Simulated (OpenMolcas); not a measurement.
# Mn4+: moving the ligands

Mn4+ with 6 ligands (fluoride) in octahedral coordination (Oh) at 1.84 Å. A charge of +0.333 e stands 3.2 Å behind each ligand. Ligand basis ANO-RCC-VDZP.
```
Mn    0.0000    0.0000    0.0000
F     1.8400    0.0000    0.0000
F     0.0000    1.8400    0.0000
F    -1.8400    0.0000    0.0000
F     0.0000   -1.8400    0.0000
F     0.0000    0.0000    1.8400
F     0.0000    0.0000   -1.8400
```

* Program: OpenMolcas
* Method: CASSCF
* Basis: ANO-RCC-VTZP [6s5p3d2f1g]
* Scalar Hamiltonian: DKH2, point nucleus
* Active space: 3 electrons in 5 orbitals (3d)
* State averaging: 2S+1 = 4 even, 10 roots; 2S+1 = 2 even, 40 roots
* Spin-orbit coupling: state interaction with AMFI integrals over the reference wave functions

Runs around this geometry, states (labels of O, the rotations of Oh). Energies in cm-1 above the lowest state or level, χT in cm3 K/mol; 10Dq and B are least-squares fits to the states below 45000 cm-1, weighted by degeneracy, with a free offset, and given where the rms deviation is under 5 % of |10Dq| (or 100 cm-1) and under 700 cm-1.

```tsv
R (Å)	Ground state	First state of that spin	10Dq	B (rms of fit)	First gap with spin-orbit (degeneracies)	χT at 300 K	First state of another spin
1.74	4A2	4T2 24105	23082	1136 (339)	21111 (4, 4)	1.838	2E 21169
1.84	4A2	4T2 19403			19254 (4, 2)	1.827	2E 21444
1.89	4A2	4T2 17607			17459 (4, 2)	1.822	2E 21574
```

Taking the first state of the same spin as R^-n, n = -ln(17607 / 24105) / ln(1.89 / 1.74) = 3.8 between the shortest and longest distance.

Without dynamic correlation the repulsion within the d shell is too large (B by tens of per cent), so at a given field states of lower spin stand too high. Ligand-to-metal charge-transfer states are missing. With no ligand orbital active B as a rule stays too high, so bands that hang on it stand too high and its fall with covalency is understated. With metal d orbitals alone and no dynamic correlation the field as a rule comes out too small, by tens of per cent, by up to half for chloride and softer ligands. The least metal-like active orbital is 80 % on the metal (Löwdin) and no ligand orbital is active, so the numbers are rough (holds for R = 1.74). The least metal-like active orbital is 81 % on the metal (Löwdin) and no ligand orbital is active, so the numbers are rough (holds for R = 1.84; R = 1.89). No measured value stands beside these numbers; the geometry is a model, was not optimised and need not be the one that this ion takes.
